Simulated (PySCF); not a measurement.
SMILES Cc1ccsc1-c1ccccn1 (GFN2-xTB optimised geometry):

```
21

C      0.493    -2.403     0.000
C      1.305    -1.155     0.000
C      2.719    -1.155     0.000
C      3.261     0.090     0.000
S      2.061     1.313     0.000
C      0.788     0.122     0.000
C     -0.597     0.536     0.000
C     -0.951     1.892     0.003
C     -2.287     2.236     0.003
C     -3.241     1.227     0.000
C     -2.794    -0.084    -0.003
N     -1.521    -0.427    -0.003
H     -0.153    -2.432    -0.875
H     -0.156    -2.430     0.873
H      1.143    -3.275     0.002
H      3.307    -2.056     0.000
H      4.296     0.368     0.000
H     -0.182     2.650     0.005
H     -2.584     3.275     0.005
H     -4.296     1.453    -0.001
H     -3.492    -0.913    -0.005
```

Method: B3LYP/def2-SVP in PySCF.

What are the frontier orbital energies and the dipole moment?

HOMO-2 -6.91 eV, HOMO-1 -6.74 eV, HOMO -5.92 eV, LUMO -1.37 eV, LUMO+1 -0.69 eV; dipole moment 0.94 D.

Meta-Löwdin charges at B3LYP/def2-SVP: C1 -0.28, C2 0.02, C3 -0.14, C4 -0.22, S5 0.24, C6 -0.13, C7 0.12, C8 -0.13, C9 -0.07, C10 -0.14, C11 0.02, N12 -0.27, H13 0.12, H14 0.12, H15 0.09, H16 0.11, H17 0.12, H18 0.11, H19 0.11, H20 0.11, H21 0.10.
